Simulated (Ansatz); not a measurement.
Coupled-cluster diagnostics for [WO3S]2- (WSO₃²⁻), Ansatz.

Geometry of the singlet (PBE-D4/def2-SVPD):

```
atom    x (Å)    y (Å)    z (Å)
  W1   0.0060  -0.0721   0.0490
  O2  -0.7003   0.2093   1.6732
  O3  -0.8733  -1.4328  -0.7200
  O4   1.7209  -0.5544   0.2560
  S5  -0.1533   1.8500  -1.2583
```

In the def2 sets W takes a core potential; there is no spin–orbit coupling. Correlated methods freeze 8 core orbitals; core or outer-core shells of W are correlated, in sets that lack core-valence functions. A multiply charged anion in the gas phase is held together partly by the finite basis. Removing one electron lowers the energy by 0.66 eV at PBE0-D4/def2-TZVPD, so it isn't bound.

Q: Estimate the CCSD(T) correlation energy, the shares of MP2 and (T), T1 and the reference's ⟨S²⟩ for: charge -2, singlet, own geometry in def2-SVPD; charge -1, doublet, vertical in def2-SVPD; and the rough time on 4 threads of Arm Neoverse V1 on a shared host.

A: 
```
                           state      basis  correlation (eV)  MP2 share (%)  (T) share (%)     T1  ⟨S²⟩ (pure)  wall time                        remarks
charge -2, singlet, own geometry  def2-SVPD           -31.884          100.4            5.7  0.025  0.00 (0.00)       22 s                              –
    charge -1, doublet, vertical  def2-SVPD           -31.219           99.3            5.7  0.034  0.91 (0.75)      2 min  spin-contaminated (⟨S²⟩ 0.91)
```
Customary marks for T1 are 0.02 (closed shells), 0.045 (open shells) and about 0.05 (3d metals). T1 exceeds 0.02 in 2 of 2 rows and 0.045 in 0; the higher it lies, the less the single-reference result can be trusted.
